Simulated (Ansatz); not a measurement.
The inner images of a band of AlBrH4 (6 atoms, charge 0, multiplicity 1) are given out of order.

Computed with RKS B3LYP-D4/def2-SVP in Ansatz 0.2.0.

Initial state:

```xyz
6
Properties=species:S:1:pos:R:3
Al 0.001 0.188 -0.004
H -0.005 0.738 1.489
H 1.371 0.120 -0.803
H -1.374 0.042 -0.785
Br 0.084 -2.523 0.970
H 0.079 -2.098 2.337
```

Final state:

```xyz
6
Properties=species:S:1:pos:R:3
Al 0.022 -0.626 -0.211
H 0.010 0.278 1.972
H 1.391 0.118 -0.445
H -1.389 0.039 -0.427
Br 0.089 -2.870 0.198
H 0.033 -0.472 2.117
```

Put them in order from the first end to the last, with their energies above the first end.
A.
```xyz
6
Properties=species:S:1:pos:R:3
Al 0.003 0.103 0.022
H 0.003 0.454 1.582
H 1.384 0.135 -0.756
H -1.387 0.055 -0.738
Br 0.086 -2.614 1.008
H 0.066 -1.665 2.086
```
B.
```xyz
6
Properties=species:S:1:pos:R:3
Al 0.018 -0.422 -0.082
H 0.017 0.026 1.832
H 1.393 0.191 -0.554
H -1.395 0.115 -0.538
Br 0.084 -2.664 0.726
H 0.039 -0.778 1.820
```
C.
```xyz
6
Properties=species:S:1:pos:R:3
Al 0.012 -0.212 0.005
H 0.018 0.025 1.737
H 1.406 0.166 -0.624
H -1.407 0.091 -0.605
Br 0.083 -2.610 0.947
H 0.045 -0.992 1.745
```
D.
```xyz
6
Properties=species:S:1:pos:R:3
Al 0.021 -0.547 -0.163
H 0.013 0.142 1.920
H 1.386 0.171 -0.490
H -1.386 0.093 -0.475
Br 0.087 -2.763 0.460
H 0.035 -0.627 1.953
```
E.
```xyz
6
Properties=species:S:1:pos:R:3
Al 0.007 -0.021 0.044
H 0.011 0.189 1.664
H 1.404 0.139 -0.672
H -1.406 0.061 -0.654
Br 0.086 -2.620 1.059
H 0.054 -1.280 1.762
```

A (+0.055 eV), E (+0.104 eV), C (-0.167 eV), B (-0.877 eV), D (-1.190 eV).

Time of the run: 89 s on 1 thread of Arm Neoverse V2, with other jobs on the host, peak memory 0.14 GiB.
